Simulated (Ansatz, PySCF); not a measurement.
Process, species as SMILES: C[Si](C)(O)O [dihydroxy(dimethyl)silane] + H+ -> C[Si](C)(O)[OH2+]
Structures are relaxed separately at B3LYP-D3(BJ)/def2-TZVP in Ansatz (a program for electronic structure), one conformer each, not searched for the lowest. Frequencies are from Ansatz or PySCF.

Wanted: proton affinity (enthalpy at 298 K, with B3LYP-D3(BJ) rigid-rotor harmonic-oscillator terms), positive where the reaction releases energy, in kcal/mol. Valence correlation only, unless marked. No spin-orbit coupling. No relativistic terms. CBS marks a two-point X^-3 extrapolation of the correlation energy; Hartree-Fock from the larger set.

```csv
level,program,proton affinity (kcal/mol)
HF/cc-pV(D+d)Z,Ansatz,199.0
B97M-V/def2-TZVPD,Ansatz,192.9
PBE0/def2-TZVPD,Ansatz,193.5
CAM-B3LYP-D3(BJ)/def2-TZVPD,Ansatz + dftd3,191.0
```

Task: Predict the CCSD(T)/CBS(cc-pV(T+d)Z,cc-pV(Q+d)Z) result (Ansatz).

Result: 191.5 kcal/mol, so CAM-B3LYP-D3(BJ)/def2-TZVPD differs from it by -0.5 kcal/mol.
